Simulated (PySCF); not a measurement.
**TDDFT excited states: C7H10N2**

C7H10N2.
SMILES with atom numbers: `[CH3:1][CH2:2][NH:3][c:4]1[cH:5][cH:6][cH:7][cH:8][n:9]1` (hydrogens: H10, H11, H12 on C1; H13, H14 on C2; H15 on N3; H16 on C5; H17 on C6; H18 on C7; H19 on C8)

Geometry (PBE0-D3(BJ)/def2-SVP, Å), atoms numbered from 1 in this order:
```xyz
19
C7H10N2 angstrom
C     -2.7816   -0.2039    0.6539
C     -2.1291    0.2878   -0.6302
N     -0.9410   -0.4409   -1.0044
C      0.2695   -0.2366   -0.4067
C      1.3719   -1.0732   -0.7046
C      2.5836   -0.8043   -0.0966
C      2.6931    0.2758    0.7871
C      1.5495    1.0321    1.0118
N      0.3711    0.7892    0.4433
H     -2.0855   -0.0895    1.4977
H     -3.0661   -1.2655    0.5785
H     -3.6903    0.3764    0.8774
H     -1.8465    1.3445   -0.5168
H     -2.8374    0.2282   -1.4722
H     -1.0561   -1.3062   -1.5120
H      1.2610   -1.9061   -1.4033
H      3.4499   -1.4358   -0.3103
H      3.6330    0.5177    1.2851
H      1.5815    1.8868    1.6984
```

Computed with PySCF, TDDFT PBE0/def2-SVPD, vertical, gas phase, core orbitals frozen in the response.

```
state  E (eV)  E (hartree)       f  main configurations (H = HOMO, L = LUMO)
   S1    4.52       0.1663   0.047                                 H→L (95%)
   S2    5.12       0.1883  0.0030                               H-1→L (98%)
   S3    5.41       0.1987   0.162                  H→L+1 (58%), H→L+2 (37%)
   S4    5.57       0.2048   0.137                  H→L+2 (58%), H→L+1 (33%)
   S5    5.80       0.2130   0.015                             H-1→L+1 (94%)
   S6    6.19       0.2273  0.0018                               H→L+3 (90%)
   S7    6.38       0.2344  0.0042                               H→L+4 (86%)
   S8    6.82       0.2507  0.0061   H→L+5 (44%), H-3→L (30%), H-2→L+1 (22%)
   S9    6.86       0.2520  0.0028   H→L+5 (44%), H-3→L (21%), H-2→L+1 (15%)
  S10    6.95       0.2553   0.019                  H→L+6 (80%), H→L+7 (14%)
```

Triplets (Tamm–Dancoff): T1 3.55 eV, H→L (94%); T2 3.93 eV, H→L+1 (86%); T3 4.58 eV, H-1→L (96%); T4 4.90 eV, H-2→L (88%).

The lowest singlet comes at 274 nm (437 kJ/mol) in the ultraviolet; it is of moderate strength; its leading configuration is HOMO→LUMO (95%). The strongest level in the table is S3 at 5.41 eV (229 nm, f = 0.162). Löwdin shares by element: HOMO carbon 38% or more, nitrogen 29% or more (atoms not listed hold the other 33%); LUMO carbon 59% or more, nitrogen 17% or more (atoms not listed hold the other 24%). The listed states span 2.42 eV, and the widest gap between neighbours is 0.60 eV (S1 to S2). Weighted by f, the mean energy of these states is 5.49 eV. The oscillator strengths of these states sum to 0.397; summed over the whole spectrum of an exact calculation they would give the number of electrons, 66 (Thomas–Reiche–Kuhn). All these states lie below the vertical ionisation energy of 7.65 eV (ΔSCF). Singlets were solved by full linear response, triplets in the Tamm–Dancoff approximation.

One conformer stands for the species.
